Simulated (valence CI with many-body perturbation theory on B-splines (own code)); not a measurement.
# Rb31+: electric-dipole lines

Level of theory: relativistic CI+MBPT: four valence electrons over a frozen Dirac-Fock core [He], radial functions for each j: 11 s, 11 p, 9 d, 7 f, 5 g, 2 h, 1 i, with the one-electron correlation potential Σ1, the two-electron term Σ2, the three-electron term Σ3, Breit, model QED; selected CI, second order for the rest (own B-spline code, finite nucleus).

The last digits are not significant, and no measured levels were compared; by estimate large intervals hold to a few tenths of a per cent, small ones and those within an open d or f shell to about a per cent. Among the levels kept, up to 280 cm⁻¹ of a level comes from second order outside the variational space, and about a tenth of that is noise between levels of different J, which matters for small intervals.

Lines 151 to 200 of 250 in falling wavelength, among levels below 178.52 Ry, chosen from the strongest by gf and those to the six lowest levels. Wavelengths and rates use the calculated energies. Electric multipoles are in the length gauge, E1 and E2 with the static RPA response of the core. Weak lines are less certain than strong ones. Lines between different terms over intervals too small for the method are left out, as are lines whose strength nearly cancels. The highest levels of a list are the least certain.

Levels are named by their leading jj configuration (3d3/2^4 stands for four electrons in 3d with j = 3/2), which in mixed levels can hold well under half, so a name can repeat and another be missing. Letters in brackets count levels of one name in rising energy.

| λ vac (nm) | Upper | Lower | A (s⁻¹) | log gf | Branch % |
| --- | --- | --- | --- | --- | --- |
| 0.5680 | (2s^2 2p3/2 3d3/2) J=1 | (2s^2 2p3/2^2) J=2 | 1.23e+13 | -0.75 | 13.9 |
| 0.5674 | (2s^2 2p3/2 3d5/2) J=2 | (2s^2 2p3/2^2) J=2 | 5.77e+13 | 0.14 | 71.6 |
| 0.5670 | (2s 2p1/2 2p3/2 3p1/2) J=1 [a] | (2s^2 2p3/2^2) J=2 | 1.88e+12 | -1.56 | 23.3 |
| 0.5667 | (2s 2p1/2 2p3/2 3d3/2) J=3 [c] | (2s 2p1/2 2p3/2^2) J=3 | 3.43e+12 | -0.94 | 84.5 |
| 0.5662 | (2s 2p1/2 2p3/2 3d5/2) J=3 [b] | (2s 2p1/2 2p3/2^2) J=2 [a] | 3.48e+13 | 0.07 | 48.3 |
| 0.5658 | (2s^2 2p1/2 3d3/2) J=1 | (2s^2 2p1/2 2p3/2) J=1 | 1.28e+13 | -0.73 | 11.1 |
| 0.5657 | (2s^2 2p1/2 3d5/2) J=2 | (2s^2 2p1/2 2p3/2) J=1 | 6.67e+13 | 0.20 | 88.1 |
| 0.5654 | (2s 2p1/2 2p3/2 3p1/2) J=2 [a] | (2s^2 2p3/2^2) J=2 | 9.18e+11 | -1.66 | 10.2 |
| 0.5650 | (2s^2 2p3/2 3d5/2) J=3 | (2s^2 2p3/2^2) J=2 | 1.31e+14 | 0.64 | 89.7 |
| 0.5642 | (2s^2 2p3/2 3d5/2) J=1 | (2s^2 2p3/2^2) J=2 | 4.50e+12 | -1.19 | 4.7 |
| 0.5623 | (2s 2p1/2 2p3/2 3p3/2) J=3 [a] | (2s^2 2p3/2^2) J=2 | 1.67e+11 | -2.26 | 23.7 |
| 0.5615 | (2s 2p1/2 2p3/2 3d5/2) J=2 [b] | (2s 2p1/2^2 2p3/2) J=1 | 9.91e+12 | -0.63 | 21.1 |
| 0.5614 | (2s 2p1/2 2p3/2 3p3/2) J=3 [b] | (2s^2 2p3/2^2) J=2 | 2.77e+12 | -1.04 | 29.4 |
| 0.5605 | (2s 2p3/2^2 3s) J=3 | (2s 2p1/2^2 2p3/2) J=2 | 9.72e+11 | -1.49 | 5.2 |
| 0.5593 | (2s 2p1/2 2p3/2 3d3/2) J=2 [a] | (2s 2p1/2^2 2p3/2) J=2 | 2.28e+13 | -0.27 | 85.5 |
| 0.5593 | (2s 2p1/2 2p3/2 3d3/2) J=1 [a] | (2s 2p1/2^2 2p3/2) J=2 | 9.12e+12 | -0.89 | 58.4 |
| 0.5593 | (2s 2p1/2 2p3/2 3p3/2) J=2 [a] | (2s^2 2p3/2^2) J=2 | 3.00e+11 | -2.15 | 1.5 |
| 0.5593 | (2s 2p1/2^2 3p1/2) J=0 | (2s^2 2p1/2 2p3/2) J=1 | 2.27e+12 | -1.97 | 98.2 |
| 0.5590 | (2s 2p1/2^2 3p1/2) J=1 | (2s^2 2p1/2 2p3/2) J=1 | 3.62e+12 | -1.29 | 45.0 |
| 0.5588 | (2s 2p1/2 2p3/2 3d3/2) J=3 [a] | (2s 2p1/2^2 2p3/2) J=2 | 3.54e+13 | 0.06 | 92.4 |
| 0.5584 | (2s 2p1/2 2p3/2 3p1/2) J=1 [b] | (2s^2 2p3/2^2) J=0 | 5.42e+11 | -2.12 | 2.5 |
| 0.5559 | (2s 2p1/2 2p3/2 3d5/2) J=2 [a] | (2s 2p1/2^2 2p3/2) J=2 | 2.12e+12 | -1.31 | 4.5 |
| 0.5557 | (2s 2p1/2 2p3/2 3p3/2) J=2 [b] | (2s^2 2p3/2^2) J=2 | 8.39e+11 | -1.71 | 3.7 |
| 0.5549 | (2s 2p1/2 2p3/2 3d5/2) J=3 [a] | (2s 2p1/2^2 2p3/2) J=2 | 2.08e+13 | -0.17 | 34.5 |
| 0.5548 | (2s 2p1/2 2p3/2 3p3/2) J=1 [b] | (2s^2 2p3/2^2) J=2 | 1.66e+12 | -1.64 | 6.2 |
| 0.5544 | (2s 2p1/2 2p3/2 3p3/2) J=3 [c] | (2s^2 2p3/2^2) J=2 | 1.01e+12 | -1.49 | 4.7 |
| 0.5542 | (2s 2p1/2 2p3/2 3p1/2) J=1 [c] | (2s^2 2p3/2^2) J=0 | 3.61e+11 | -2.30 | 4.3 |
| 0.5535 | (2s^2 2p3/2 3d3/2) J=2 | (2s^2 2p1/2 2p3/2) J=2 | 2.70e+13 | -0.21 | 41.9 |
| 0.5535 | (2s 2p1/2^2 3p3/2) J=2 | (2s^2 2p1/2 2p3/2) J=1 | 9.26e+11 | -1.67 | 65.8 |
| 0.5532 | (2s 2p1/2 2p3/2 3p1/2) J=2 [c] | (2s^2 2p3/2^2) J=2 | 1.97e+12 | -1.34 | 20.9 |
| 0.5532 | (2s 2p1/2 2p3/2 3d3/2) J=3 [b] | (2s 2p1/2^2 2p3/2) J=2 | 3.99e+13 | 0.11 | 51.5 |
| 0.5531 | (2s 2p1/2 2p3/2 3d3/2) J=2 [b] | (2s 2p1/2^2 2p3/2) J=2 | 9.37e+13 | 0.33 | 91.6 |
| 0.5527 | (2s 2p1/2 2p3/2 3d3/2) J=1 [b] | (2s 2p1/2^2 2p3/2) J=2 | 1.17e+14 | 0.21 | 97.9 |
| 0.5525 | (2s^2 2p3/2 3d3/2) J=3 | (2s^2 2p1/2 2p3/2) J=2 | 7.63e+13 | 0.39 | 91.2 |
| 0.5522 | (2s 2p1/2 2p3/2 3p1/2) J=1 [b] | (2s^2 2p3/2^2) J=2 | 9.62e+11 | -1.88 | 4.4 |
| 0.5520 | (2s 2p1/2 2p3/2 3p3/2) J=1 [c] | (2s^2 2p3/2^2) J=0 | 3.91e+11 | -2.27 | 4.1 |
| 0.5518 | (2s^2 2p3/2 3d3/2) J=1 | (2s^2 2p1/2 2p3/2) J=2 | 1.37e+13 | -0.73 | 15.5 |
| 0.5516 | (2s^2 2p1/2 3d3/2) J=1 | (2s^2 2p1/2^2) J=0 | 1.00e+14 | 0.14 | 87.2 |
| 0.5513 | (2s^2 2p3/2 3d5/2) J=2 | (2s^2 2p1/2 2p3/2) J=2 | 1.53e+13 | -0.46 | 19.0 |
| 0.5509 | (2s 2p1/2 2p3/2 3p1/2) J=1 [a] | (2s^2 2p1/2 2p3/2) J=2 | 4.81e+12 | -1.18 | 59.4 |
| 0.5509 | (2s^2 2p3/2 3d3/2) J=2 | (2s^2 2p1/2 2p3/2) J=1 | 3.57e+13 | -0.09 | 55.4 |
| 0.5505 | (2s 2p1/2 2p3/2 3p3/2) J=1 [d] | (2s^2 2p3/2^2) J=0 | 8.39e+11 | -1.94 | 13.8 |
| 0.5504 | (2s 2p1/2 2p3/2 3d5/2) J=2 [b] | (2s 2p1/2^2 2p3/2) J=2 | 4.08e+11 | -2.03 | 0.9 |
| 0.5501 | (2s 2p1/2 2p3/2 3d5/2) J=3 [b] | (2s 2p1/2^2 2p3/2) J=2 | 3.77e+12 | -0.92 | 5.2 |
| 0.5495 | (2s 2p1/2 2p3/2 3d5/2) J=1 [b] | (2s 2p1/2^2 2p3/2) J=2 | 6.31e+11 | -2.07 | 0.9 |
| 0.5495 | (2s 2p1/2 2p3/2 3p1/2) J=2 [a] | (2s^2 2p1/2 2p3/2) J=2 | 7.37e+11 | -1.78 | 8.2 |
| 0.5492 | (2s^2 2p3/2 3d3/2) J=1 | (2s^2 2p1/2 2p3/2) J=1 | 6.02e+13 | -0.09 | 68.2 |
| 0.5491 | (2s^2 2p3/2 3d3/2) J=0 | (2s^2 2p1/2 2p3/2) J=1 | 7.11e+13 | -0.49 | 100.0 |
| 0.5490 | (2s^2 2p3/2 3d5/2) J=3 | (2s^2 2p1/2 2p3/2) J=2 | 1.49e+13 | -0.33 | 10.3 |
| 0.5487 | (2s^2 2p3/2 3d5/2) J=2 | (2s^2 2p1/2 2p3/2) J=1 | 7.60e+12 | -0.77 | 9.4 |

Task: How does gf follow from A for the line at 0.5527 nm?

Result: gf = 1.4992 × (2J+1)_upper × A / σ², with σ = 18093020 cm⁻¹ and 2J+1 = 3: gf = 1.61.
